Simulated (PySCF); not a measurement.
Atom-mapped SMILES (the numbers label the heavy atoms): `[CH:1]#[C:2][C@:3]1([F:4])[SiH2:5][Si@H:6]([F:7])[SiH2:8]1`. Hydrogens are named by the atom that carries them. Ha(Si5), Ha(Si8) are cis to F7 on the ring; Hb(Si5), Hb(Si8) are trans to F7 on the ring.

Calculated, not measured (PySCF 2.14.0 with density-fitted response routines): σ from GIAO-PBE0/pcSseg-1, coordinates at the GFN2-xTB level. Non-relativistic, one averaged value for each set of equivalent atoms, no solvent model, one computed conformer.

Shifts are taken against calculated references (same method and geometry level): ¹³C (σref 186.93), ¹H (σref 31.72), ²⁹Si (σref 349.16) against TMS; CFCl3 for ¹⁹F (σref 170.95).

```csv
atoms,nucleus,count,Hirshfeld charge,δ (ppm)
C1,¹³C,1,-0.10,?
C2,¹³C,1,-0.06,87.9
C3,¹³C,1,-0.05,?
F4,¹⁹F,1,-0.12,-225.0
Si5/Si8,²⁹Si,2,0.25,?
Si6,²⁹Si,1,0.28,50.0
Hb(Si5)/Hb(Si8),¹H,2,-0.06,4.89
H(Si6),¹H,1,-0.07,6.71
F7,¹⁹F,1,-0.22,-232.2
H(C1),¹H,1,0.09,3.28
Ha(Si5)/Ha(Si8),¹H,2,-0.06,5.01
```

Question: Estimate the values marked ?.

Answer: 
- C1: 95.3 ppm, terminal alkyne carbon; the triple bond shields along its axis, which puts it between sp3 and sp2 carbons
- C3: 90.1 ppm, propargylic fully substituted sp3 carbon bonded to F and 2 Si; deshielded by the electronegative neighbour
- Si5/Si8: -32.9 ppm, silicon bonded to C, Si, 2 H, in a 4-membered ring

Shifts are as computed. Against solution values, carbons near 30 ppm lie about +3 ppm off and those near 130 ppm about +5 ppm. Of 1309 compounds with measured shifts, 239 miss one by over three times the rms of a fit or turn the order of signals round; such compounds aren't used in these exercises. Unscaled 19F shifts against computed CFCl3 carry errors that often reach 10 to 50 ppm.
